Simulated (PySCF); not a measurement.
# Ionisation energy of Tc¹⁶⁺ by level of theory

Tc¹⁶⁺ [Ar] 3d9 [3d3/2^4 3d5/2^5, M_J = 5/2] → Tc¹⁷⁺ [Ar] 3d8 [3d3/2^4 3d5/2^4, M_J = 4], as a difference of total energies. Calculation: PySCF 2.14, in an uncontracted even-tempered set (17 s from 1.5 bohr⁻², ratio 2.8; 13 p from 1.9 bohr⁻², ratio 2.8; 8 d from 1.9 bohr⁻², ratio 2.8; 4 f from 9.9 bohr⁻², ratio 3); the two-component X2C-1e Hamiltonian. Correlated levels: [Ne] frozen; the 76 highest virtual spinors dropped. "Screened" scales the spin-orbit matrix elements by Boettger's factors to mimic the two-electron term; Breit and QED terms are absent.

Task: Order these methods by the ionisation energy they give, lowest first.
A. GHF (screened spin-orbit)
B. GMP2 (spin-free)
C. GHF (spin-free)
D. GMP2 (screened spin-orbit)

Result: A (656.62 eV), C (657.77 eV), D (658.17 eV), B (659.33 eV).

Breit and QED terms and the two-electron picture change are absent.

The spin-free rows relax to the high-spin LS determinant and lack the spin-orbit shift.

The labels give the starting determinants; with spin-orbit coupling the two ends relaxed to ⟨J²⟩ = 8.75, ⟨L²⟩ = 6.01, ⟨S²⟩ = 0.76 and ⟨J²⟩ = 20.00, ⟨L²⟩ = 12.18, ⟨S²⟩ = 1.96.

For comparison: 655 ± 3 eV (theoretical estimate listed by NIST; NIST Atomic Spectra Database, ionization energies).
